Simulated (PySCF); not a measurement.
Excitation energy of Au by level of theory

Au [Xe] 4f14 5d10 6s1 (2S) → Au [Xe] 4f14 5d10 6p1 (2P), as a difference of total energies. All numbers are calculated (PySCF 2.14, scalar relativity through the core potential, in def2-TZVPPD with the def2 core potential (60 electrons) (6s5p3d2f1g, 59 functions)). Correlated levels: valence: 5s2 5p6 frozen; valence and next inner shell: nothing frozen outside the core potential. The calculations carry no spin-orbit coupling.

| method | excitation energy (eV) |
| --- | --- |
| UHF | 4.311 |
| LDA | 5.343 |
| PBE | 5.133 |
| PBE0 | 5.014 |
| r2SCAN | 5.161 |
| MN15 | 5.258 |
| TPSS | 5.127 |
| wB97X-V | 4.978 |
| r2SCANh | 5.124 |
| MP2 (valence) | 5.163 |
| SCS-MP2 (valence) | 5.092 |
| MP2 (valence and next inner shell) | 5.287 |
| SCS-MP2 (valence and next inner shell) | 5.175 |

**Question.** How much does correlation contribute at MP2 (valence and next inner shell)?

**Answer.** 5.287 − (4.311) = 0.976 eV, measured against UHF.

Errors of the correlated levels include the incompleteness of this basis and the frozen core.

For comparison: 4.947 eV (measured; NIST levels, between the centres of gravity of the two terms).
